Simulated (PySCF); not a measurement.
Simulation results for CH₆AlBGe, B₂GeH₇N, GeH₂OSi, CH₇BGeSi and others

All values are calculated (PySCF 2.14.0). Calculation on a computer-drawn molecule: optimised geometry and harmonic frequencies of an isolated molecule of the commonest isotopes, restricted reference for singlets and unrestricted otherwise, frozen core in MP2; on germanium a core potential holds 10 electrons, which the energies leave out, and 3d is frozen in MP2 and coupled-cluster steps.

Common to all runs: charge 0; multiplicity 1; basis and core potential on germanium cc-pVDZ-PP ECP10MDF.

(1) CH₆AlBGe

Start structure:
```xyz
10
CH6AlBGe
B     -1.0951    -2.0849     1.2498
Al     0.7171    -1.2052     0.9217
C      1.1758    -1.0402    -0.9796
Ge     1.3605    -2.3865    -2.0544
H     -1.3063    -3.2243     1.1894
H     -2.0884    -1.4610     1.0476
H      1.8475    -0.8342     1.8848
H      1.2016    -0.0799    -1.5992
H      1.4871    -3.8376    -1.6054
H      1.5916    -2.4741    -3.6466
```

Here we set method HF and basis cc-pV(D+d)Z.

It finds rotational constants 7.35, 1.551, 1.295 GHz; total energy -601.2436 hartree; convergence status largest gradient component 2.353e-05 hartree/bohr.

Drawn bonds:
| atom | other atom | order |
| --- | --- | --- |
| 1 | 2 | 1 |
| 2 | 3 | 1 |
| 3 | 4 | 2 |
| 1 | 5 | 1 |
| 1 | 6 | 1 |
| 2 | 7 | 1 |
| 3 | 8 | 1 |
| 4 | 9 | 1 |
| 4 | 10 | 1 |

Optimised structure:
```xyz
10
CH6AlBGe
B     -0.9806    -2.3520     1.2229
Al     0.6540    -1.0398     0.7169
C      1.5782    -1.1565    -0.9704
Ge     1.1685    -2.3360    -2.2315
H     -0.8249    -3.4042     1.7919
H     -2.1326    -2.0864     0.9834
H      1.1200     0.0648     1.7641
H      2.4034    -0.4932    -1.2243
H      0.0428    -3.3500    -2.0631
H      1.8626    -2.4746    -3.5819
```

Modes:
| frequency (cm⁻¹) | reduced mass (dalton) |
| --- | --- |
| 78.37 | 3.929 |
| 82.58 | 1.55 |
| 152 | 1.375 |
| 225.2 | 4.491 |
| 254.4 | 1.135 |
| 415.4 | 1.131 |
| 497.5 | 2.012 |
| 555.2 | 1.109 |
| 561.5 | 2.535 |
| 596.7 | 1.242 |
| 625.4 | 1.359 |
| 759.8 | 2.157 |
| 832.8 | 1.085 |
| 902.9 | 1.358 |
| 928.2 | 1.731 |
| 965.7 | 1.159 |
| 1138 | 1.832 |
| 1250 | 1.131 |
| 1938 | 1.042 |
| 2251 | 1.024 |
| 2263 | 1.016 |
| 2632 | 1.056 |
| 2692 | 1.119 |
| 3294 | 1.086 |

(2) B₂GeH₇N

Start structure:
```xyz
11
B2GeH7N
B     -1.6659     1.1560     0.5040
N     -1.4014     2.0981     1.5374
B     -0.2583     2.3665     2.1930
Ge     1.4211     1.2523     1.8969
H     -2.7063     1.2012     0.0144
H     -0.7962     0.5413     0.1195
H     -2.1802     2.7220     1.8047
H     -0.2423     3.1713     3.0760
H      2.6240     1.6276     2.8290
H      2.0017     1.4520     0.5893
H      1.4242    -0.2004     2.1254
```

Settings of this run: method HF and basis cc-pVDZ.

The calculation gives: rotational constants 12.28, 2.103, 1.836 GHz; total energy -401.3220 hartree; convergence status largest gradient component 5.548e-06 hartree/bohr.

Drawn bonds:
| atom | other atom | order |
| --- | --- | --- |
| 1 | 2 | 1 |
| 2 | 3 | 1 |
| 3 | 4 | 1 |
| 1 | 5 | 1 |
| 1 | 6 | 1 |
| 2 | 7 | 1 |
| 3 | 8 | 1 |
| 4 | 9 | 1 |
| 4 | 10 | 1 |
| 4 | 11 | 1 |

Optimised structure:
```xyz
11
B2GeH7N
B     -1.6858     1.2122     0.4778
N     -1.4294     2.1297     1.5313
B     -0.2271     2.3321     2.2606
Ge     1.5396     1.2527     1.9183
H     -2.7753     1.1842    -0.0236
H     -0.8174     0.4794     0.1021
H     -2.1996     2.7143     1.7975
H     -0.2426     3.1744     3.1188
H      2.6444     1.7217     2.8784
H      2.0653     1.4428     0.4869
H      1.3483    -0.2555     2.1415
```

Modes:
| frequency (cm⁻¹) | reduced mass (dalton) |
| --- | --- |
| 82.19 | 1.088 |
| 163.9 | 3.629 |
| 221.3 | 2.217 |
| 329.2 | 1.13 |
| 400.1 | 2.807 |
| 489 | 1.052 |
| 496.3 | 1.591 |
| 672.2 | 1.986 |
| 822.5 | 1.301 |
| 906.5 | 1.044 |
| 962 | 1.091 |
| 973.7 | 1.061 |
| 985.6 | 1.533 |
| 989.6 | 1.192 |
| 1038 | 1.302 |
| 1108 | 1.374 |
| 1234 | 1.423 |
| 1348 | 2.496 |
| 1382 | 1.45 |
| 1566 | 1.875 |
| 2189 | 1.023 |
| 2191 | 1.023 |
| 2211 | 1.013 |
| 2678 | 1.083 |
| 2690 | 1.065 |
| 2763 | 1.129 |
| 3796 | 1.075 |

(3) GeH₂OSi

Start structure:
```xyz
5
GeH2OSi
O     -0.4195     2.0021     0.1180
Si     0.9924     1.4894     0.0262
Ge     1.8526    -0.0633     1.7390
H      1.9248     1.9136    -1.0557
H      1.4922    -1.2798     0.7923
```

It was run with method MP2 and basis cc-pV(D+d)Z.

It finds rotational constants 24.81, 2.189, 2.053 GHz; total energy -658.6517 hartree; convergence status largest gradient component 1.263e-05 hartree/bohr.

Drawn bonds:
| atom | other atom | order |
| --- | --- | --- |
| 1 | 2 | 2 |
| 2 | 3 | 1 |
| 2 | 4 | 1 |
| 3 | 5 | 1 |

Optimised structure:
```xyz
5
GeH2OSi
O     -0.4489     1.9942     0.1306
Si     1.0114     1.4757     0.0268
Ge     1.8582    -0.0618     1.7595
H      1.9424     1.9056    -1.0670
H      1.4795    -1.2518     0.7699
```

Modes:
| frequency (cm⁻¹) | reduced mass (dalton) |
| --- | --- |
| 89.38 | 9.517 |
| 185.6 | 1.14 |
| 313.8 | 6.899 |
| 373.5 | 1.159 |
| 610.9 | 1.188 |
| 813.6 | 1.156 |
| 1121 | 17.52 |
| 1962 | 1.021 |
| 2179 | 1.044 |

(4) CH₇BGeSi

Start structure:
```xyz
11
CH7BGeSi
C     -0.4563    -2.8532    -1.5339
B     -1.0739    -2.2488    -0.4809
Si    -1.8728    -1.2125     1.0507
Ge    -0.0762    -0.1373     2.0736
H      0.5501    -2.8321    -1.7067
H     -0.9716    -3.5196    -2.2183
H     -2.4503    -2.0407     2.0864
H     -2.8320    -0.1477     0.7433
H     -0.3161     0.7332     3.2636
H      1.0277    -1.0155     2.5622
H      0.7607     0.8510     1.1956
```

Settings of this run: method HF and basis cc-pV(D+d)Z.

The calculation gives: rotational constants 6.91, 1.345, 1.157 GHz; total energy -648.8773 hartree; convergence status largest gradient component 2.847e-05 hartree/bohr.

Drawn bonds:
| atom | other atom | order |
| --- | --- | --- |
| 1 | 2 | 2 |
| 2 | 3 | 1 |
| 3 | 4 | 1 |
| 1 | 5 | 1 |
| 1 | 6 | 1 |
| 3 | 7 | 1 |
| 3 | 8 | 1 |
| 4 | 9 | 1 |
| 4 | 10 | 1 |
| 4 | 11 | 1 |

Optimised structure:
```xyz
11
CH7BGeSi
C     -0.5042    -2.9029    -1.5486
B     -1.0661    -2.2151    -0.4836
Si    -1.7881    -1.1890     1.0769
Ge     0.0516    -0.0498     2.1450
H      0.5582    -2.8540    -1.7691
H     -1.0939    -3.5241    -2.2159
H     -2.4307    -2.1015     2.0514
H     -2.7896    -0.1917     0.6323
H     -0.4703     0.7633     3.3343
H      1.0848    -1.0603     2.6532
H      0.7376     0.9019     1.1597
```

Modes:
| frequency (cm⁻¹) | reduced mass (dalton) |
| --- | --- |
| 69.56 | 1.027 |
| 76.14 | 4.266 |
| 99.12 | 1.085 |
| 241.2 | 2.744 |
| 266.1 | 2.434 |
| 357.1 | 4.934 |
| 386.9 | 1.057 |
| 485.4 | 1.395 |
| 550.7 | 3.031 |
| 606.3 | 1.298 |
| 701.8 | 1.652 |
| 740.2 | 1.086 |
| 809.9 | 1.232 |
| 854.3 | 1.313 |
| 895.7 | 1.062 |
| 965.4 | 1.018 |
| 966.1 | 1.018 |
| 1024 | 1.048 |
| 1393 | 1.185 |
| 1681 | 5.072 |
| 2215 | 1.023 |
| 2217 | 1.024 |
| 2228 | 1.012 |
| 2306 | 1.052 |
| 2308 | 1.029 |
| 3288 | 1.063 |
| 3366 | 1.108 |

(5) CH₈B₂Ge

Start structure:
```xyz
12
CH8B2Ge
B     -0.3259     0.0170     1.7254
B      0.3470    -0.3573     0.2743
C      1.8014    -0.4053    -0.2228
Ge    -1.0673    -0.7897    -1.1111
H     -0.6844     1.1217     2.0035
H     -0.5415    -0.7900     2.5622
H      2.0304    -1.3861    -0.5314
H      1.9495     0.3087    -1.1175
H      2.5291    -0.0809     0.5030
H     -2.0177     0.2214    -1.5434
H     -0.4578    -1.3015    -2.4451
H     -1.9927    -1.9263    -0.8249
```

It was run with method HF and basis cc-pVDZ.

It finds rotational constants 6.585, 2.507, 1.908 GHz; total energy -385.2268 hartree; convergence status largest gradient component 2.734e-05 hartree/bohr.

Drawn bonds:
| atom | other atom | order |
| --- | --- | --- |
| 1 | 2 | 1 |
| 2 | 3 | 1 |
| 2 | 4 | 1 |
| 1 | 5 | 1 |
| 1 | 6 | 1 |
| 3 | 7 | 1 |
| 3 | 8 | 1 |
| 3 | 9 | 1 |
| 4 | 10 | 1 |
| 4 | 11 | 1 |
| 4 | 12 | 1 |

Optimised structure:
```xyz
12
CH8B2Ge
B     -0.2643    -0.2273     1.8060
B      0.2846    -0.3434     0.2270
C      1.7844    -0.1746    -0.2552
Ge    -1.1607    -0.8322    -1.2350
H     -0.7139     0.8024     2.2397
H     -0.2871    -1.1807     2.5412
H      2.2102    -1.1897    -0.2309
H      1.8940     0.1789    -1.2832
H      2.4044     0.4408     0.4010
H     -1.3881     0.3859    -2.1476
H     -0.6639    -1.9864    -2.1224
H     -2.5295    -1.2419    -0.6684
```

Modes:
| frequency (cm⁻¹) | reduced mass (dalton) |
| --- | --- |
| 55.77 | 1.066 |
| 113.2 | 1.046 |
| 138.1 | 2.818 |
| 201.2 | 2.524 |
| 254.6 | 1.647 |
| 343.6 | 1.018 |
| 445.8 | 4.375 |
| 471.5 | 1.111 |
| 540.6 | 1.167 |
| 631.8 | 1.314 |
| 806.7 | 2.71 |
| 895.2 | 1.82 |
| 900.5 | 1.048 |
| 951.3 | 1.403 |
| 960.9 | 1.03 |
| 976.1 | 1.05 |
| 1084 | 1.702 |
| 1139 | 2.481 |
| 1278 | 1.41 |
| 1430 | 1.277 |
| 1533 | 1.045 |
| 1580 | 1.07 |
| 2181 | 1.023 |
| 2184 | 1.023 |
| 2203 | 1.013 |
| 2649 | 1.058 |
| 2711 | 1.12 |
| 3133 | 1.049 |
| 3211 | 1.082 |
| 3248 | 1.104 |
